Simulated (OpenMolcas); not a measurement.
F II: effect of the level shift or regulariser

- Program: OpenMolcas
- Basis: ANO-RCC-VQZP [5s4p3d2f1g]
- Scalar Hamiltonian: DKH2, point nucleus
- Active space: 6 electrons in 4 orbitals (2s 2p)
- State averaging: 2S+1 = 3 even, 3 roots; 2S+1 = 1 even, 6 roots; 2S+1 = 3 odd, 3 roots; 2S+1 = 1 odd, 3 roots
- Spin-orbit coupling: RASSI with atomic mean-field integrals over the reference wave functions, term energies averaged over their components

Methods on the same reference wave functions:
A. CASSCF
B. SS-CASPT2, IPEA 0.25 Eh, imaginary shift 0.1 Eh (closed shells correlated: 1s)
C. SS-CASPT2, IPEA 0.25 Eh, sigma2 regulariser 0.3 Eh (closed shells correlated: 1s)

Energies in eV above 2s2 2p4 3P2, the measured ground level; measured values from NIST Handbook of Basic Atomic Spectroscopic Data.

```
       Level        A       B       C  Measured
 2s2 2p4 3P2   0.0000  0.0000  0.0000    0.0000
 2s2 2p4 3P1   0.0396  0.0397  0.0397    0.0423
 2s2 2p4 3P0   0.0587  0.0588  0.0588    0.0607
 2s2 2p4 1D2   2.8267   2.577   2.577    2.5880
 2s2 2p4 1S0   5.2506   5.491   5.491    5.5691
2s 2p5 3P* 2  21.8118  20.643  20.643   20.4323
2s 2p5 3P* 1  21.8504  20.681  20.681   20.4706
2s 2p5 3P* 0  21.8698  20.701  20.701   20.4920
2s 2p5 1P* 1  32.2044  29.802  29.802
```

Deviations, from unrounded energies. A percentage is the sum of absolute deviations over the sum of measured energies, with the sign that they share, or ± where signs differ.

```json
{"Against measurement": "mean absolute deviation (cm-1)", "Levels": "7", "A": "5400", "B": "830", "C": "830"}
{"Against measurement": "fine structure of the ground term (%)", "Levels": "2", "A": "-4.5", "B": "-4.4", "C": "-4.4"}
{"Against measurement": "other terms of the ground configuration (%)", "Levels": "2", "A": "±6.8", "B": "-1.1", "C": "-1.1"}
{"Against measurement": "other configurations (%)", "Levels": "3", "A": "+6.7", "B": "+1.0", "C": "+1.0"}
```

B, C lie about equally close to measurement and A furthest from it. The largest miss of C in the table is 2s 2p5 3P* 1, by +1700 cm-1. The ranking rests on the paired levels alone, and a cruder setting can come out closer through cancelling errors.

Between B and C no level of the table moves by more than 5 cm-1.

The two smallest mean deviations differ by little beside CASPT2's spread within terms, so their order carries little weight.

From A to B the spin-free energies of the other terms of 2s2 2p4 shown, above 3P, scale by factors of 0.91 to 1.05.

The lowest spin-free term lies below A's lowest term by 0.183 hartree in B, 0.183 hartree in C.

CASPT2 breaks the degeneracy within a term, and the mean is taken; among the terms shown or strongly mixed into the levels shown the widest spread is 74 cm-1 (2s2 2p4 1D, C). Without dynamic correlation excited terms often stand tens of per cent too high (terms of higher spin than the ground term too low), and those without a measured partner can miss by more than the paired ones (holds for A). Measured partners are found by configuration, term and J. A level has none where our copy of the source lacks it or the pairing is in doubt (some pairs that miss far off the trend of their configuration count as doubtful), and it then counts in no deviation. Only configurations of the active space appear.

* marks odd parity.
